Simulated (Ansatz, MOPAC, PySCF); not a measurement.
Isomers of CH5BO. Isolated molecules, 0 K electronic values unless said otherwise. One relaxed conformer stands for each flexible species; it need not be the lowest. Strings in code marks are SMILES.

Quantity: electronic energy of isomers of CH5BO relative to `CBO` (C–B–O–H torsion 180°), in eV. Semi-empirical values (MOPAC) are differences of heats of formation.

Level 1: frozen-core CCSD(T)/cc-pVTZ // B3LYP-D3(BJ)/def2-TZVP (Ansatz, an electronic-structure program)
Level 2: PBE-D3(BJ)/def2-TZVP // B3LYP-D3(BJ)/def2-TZVP (PySCF)
Level 3: HF/3-21G // B3LYP-D3(BJ)/def2-TZVP (PySCF)
Level 4: AM1 // B3LYP-D3(BJ)/def2-TZVP (MOPAC)

```json
[
 {"species": "`BOC`", "level 1": "1.03", "level 2": "1.02", "level 3": "0.93", "level 4": "1.01"},
 {"species": "`BCO`", "level 1": "2.67", "level 2": "2.57", "level 3": "2.91", "level 4": "2.13"}
]
```
